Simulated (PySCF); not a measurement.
**How methods differ on the ionisation energy of Ti⁺**

Ti⁺ [Ar] 3d2 4s1 (4F) → Ti²⁺ [Ar] 3d2 (3F), as a difference of total energies. Calculation: PySCF 2.14, in cc-pVTZ-DK; the spin-free X2C one-electron Hamiltonian (Gaussian nucleus). Correlated levels: valence: [Ar] frozen. The calculations carry no spin-orbit coupling.

| method | ionisation energy (eV) | difference from reference (eV) |
| --- | --- | --- |
| UHF | 12.940 | -0.635 |
| B3LYP | 13.959 | +0.384 |
| LDA | 14.215 | +0.640 |
| MP2 (valence) | 13.119 | -0.456 |
| SCS-MP2 (valence) | 13.000 | -0.575 |

Reference: 13.575 eV (measured; NIST Atomic Spectra Database, ionization energies).

The reference lies between the lowest fine-structure levels, while these numbers refer to the centres of the terms.

Errors of the correlated levels include the incompleteness of this basis and the frozen core.
